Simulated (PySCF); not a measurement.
CH7F2NSi2, SMILES NC([SiH2]F)[SiH2]F. Atoms are numbered in the order given.

```xyz
13

N      0.9098    -1.5526     0.1115
C      0.4218    -0.2857    -0.4854
Si     1.3157     1.2087     0.2217
F      0.9770     1.1958     1.8219
Si    -1.4528    -0.2593    -0.3296
F     -2.1040    -1.3269    -1.3710
H      0.8241    -1.5091     1.1285
H      1.9022    -1.6917    -0.0853
H      0.5897    -0.3150    -1.5817
H      0.8908     2.5295    -0.3253
H      2.7895     1.0200     0.0816
H     -1.9781     1.0906    -0.6819
H     -1.8545    -0.6532     1.0478
```

Geometry: r2SCAN-D4/def2-SVP. The structure was generated by enumeration, and PubChem lists no compound with its InChIKey, so it may never have been made. Other conformers were not sampled.

The numbers are results of PySCF with PBE0/pcSseg-1, not measurements.

GIAO shieldings, no solvent; atoms listed in one row are averaged. δ = σ(ref) − σ: ¹⁵N against NH3 (σ = 267.4 ppm); ¹³C against TMS (σ = 186.3 ppm); ²⁹Si against TMS (σ = 352.7 ppm); ¹⁹F against CFCl3 (σ = 167.2 ppm); ¹H against TMS (σ = 31.56 ppm), references at their B3LYP-D3(BJ)/def2-TZVP geometries, non-relativistic.

```tsv
nucleus	atoms	count	δ (ppm)
¹⁵N	N1	1	21.7
¹³C	C2	1	37.1
²⁹Si	Si3	1	8.6
²⁹Si	Si5	1	6.8
¹⁹F	F6	1	-229.0
¹⁹F	F4	1	-237.9
¹H	H10	1	5.61
¹H	H13, H12	2	5.46
¹H	H11	1	5.23
¹H	H9	1	2.25
¹H	H7	1	1.11
¹H	H8	1	0.72
```
